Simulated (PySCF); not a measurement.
## `[CH3][GeH2]/[CH]=C1\[C@@H](Cl)[C@H]1F`, C₅H₈ClFGe

Molfile (atoms numbered from 1):
```
C5H8ClFGe
     RDKit          3D

 16 16  0  0  0  0  0  0  0  0999 V2000
   -2.1665    0.3257    0.7096 C   0  0  0  0  0  0  0  0  0  0  0  0
   -1.6093   -0.8462   -0.7632 Ge  0  0  0  0  0  4  0  0  0  0  0  0
    0.2766   -0.5875   -1.2299 C   0  0  0  0  0  0  0  0  0  0  0  0
    1.1340    0.0597   -0.4765 C   0  0  0  0  0  0  0  0  0  0  0  0
    1.3988    0.6915    0.8185 C   0  0  1  0  0  0  0  0  0  0  0  0
    1.2730   -0.2985    2.2746 Cl  0  0  0  0  0  0  0  0  0  0  0  0
    2.5211    0.4377   -0.1744 C   0  0  1  0  0  0  0  0  0  0  0  0
    3.4345   -0.5408    0.0776 F   0  0  0  0  0  0  0  0  0  0  0  0
   -2.0059    1.3688    0.4489 H   0  0  0  0  0  0  0  0  0  0  0  0
   -1.5916    0.1033    1.6040 H   0  0  0  0  0  0  0  0  0  0  0  0
   -3.2203    0.1905    0.9374 H   0  0  0  0  0  0  0  0  0  0  0  0
   -1.8108   -2.2972   -0.4306 H   0  0  0  0  0  0  0  0  0  0  0  0
   -2.4016   -0.5919   -2.0179 H   0  0  0  0  0  0  0  0  0  0  0  0
    0.6312   -1.0087   -2.1632 H   0  0  0  0  0  0  0  0  0  0  0  0
    1.1198    1.7175    1.0200 H   0  0  0  0  0  0  0  0  0  0  0  0
    3.0095    1.2849   -0.6464 H   0  0  0  0  0  0  0  0  0  0  0  0
  1  2  1  0
  2  3  1  0
  3  4  2  0
  4  5  1  0
  5  6  1  0
  5  7  1  0
  7  8  1  0
  7  4  1  0
  1  9  1  0
  1 10  1  0
  1 11  1  0
  2 12  1  0
  2 13  1  0
  3 14  1  0
  5 15  1  1
  7 16  1  6
M  END
```

Theory: PySCF, TDDFT B3LYP/def2-SVPD circular dichroism and optical rotation, one conformer, gas phase. Geometry: GFN2-xTB.

The molecule is flexible and this is one conformer; a measurement averages over conformers. The calculation is non-relativistic, which matters for the atoms heavier than Zn.

Stereocentres: C5 R, C7 S.

Question: What is the specific rotation at 633, 589.3, 546, 436, 405, 365, 355 nm?

Answer: [α] in deg dm⁻¹ (g/mL)⁻¹:
| λ (nm) | origin-invariant length gauge | modified velocity gauge | length gauge (centre of mass) | isotropic polarisability (au) |
| --- | --- | --- | --- | --- |
| 633 | +494.0 | +501.2 | +493.5 | 108.9 |
| 589.3 | +587.1 | +595.5 | +586.5 | 109.5 |
| 546 | +710.2 | +720.1 | +709.4 | 110.2 |
| 436 | +1313.6 | +1329.6 | +1311.7 | 113.2 |
| 405 | +1650.6 | +1669.2 | +1647.9 | 114.7 |
| 365 | +2365.9 | +2388.6 | +2361.4 | 117.4 |
| 355 | +2632.3 | +2656.0 | +2627.1 | 118.2 |

Question: And for the mirror image at 589.3 nm?

Answer: -587.1 deg dm⁻¹ (g/mL)⁻¹ (origin-invariant length gauge): the same size and the opposite sign.

Question: What is the molar rotation [Φ] = [α]·M/100 of the geometry above at 589.3 nm?

Answer: With M = 195.20 g/mol, +1146.0 deg cm² dmol⁻¹ (origin-invariant length gauge).

The first excitation lies at 4.84 eV (256 nm) with R = +38.6 × 10⁻⁴⁰ esu² cm² (velocity form).
